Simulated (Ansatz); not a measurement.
```yaml
crystal:
  periodic: [false, false, false]
  atoms:
    - {symbol: B, position_ang: [0.001195, 0.229307, 1.050543]}
    - {symbol: B, position_ang: [-1.344786, 0.315382, -0.053276]}
    - {symbol: B, position_ang: [-0.111450, 1.264800, -0.415638]}
    - {symbol: B, position_ang: [0.186625, -0.689901, -0.558063]}
    - {symbol: P, position_ang: [1.524940, 0.494635, -1.309475]}
    - {symbol: P, position_ang: [-0.099969, -1.670296, 1.166736]}
    - {symbol: P, position_ang: [-1.558121, -1.501415, -0.636186]}
    - {symbol: P, position_ang: [1.401565, 1.557487, 0.755349]}
basis:
  gaussian: {orbitals: def2-TZVPD, initial_orbitals: start.molden}
total_charge: -1
magnetization: {spin_polarized: true, initial_magnetization: 1}
hamiltonian: {xc: {name: CAM-B3LYP}, dispersion: d4}
scf: {omitted_lower_state_checks: [starts]}
output: {orbitals: {seedname: orbitals}}
```

The file start.molden holds the orbitals of an earlier run on this structure, at another level or in another basis.

```sh
$ ansatz run in.yaml --threads 4 --pin off --events-out ev --progress --plain --max-ram 4787MiB
```

(1) Does this run fit into the memory that it is given?

Results:

(1) No. It has 320 basis functions, and Ansatz plans for 4.79 GiB where 4.67 GiB are given.
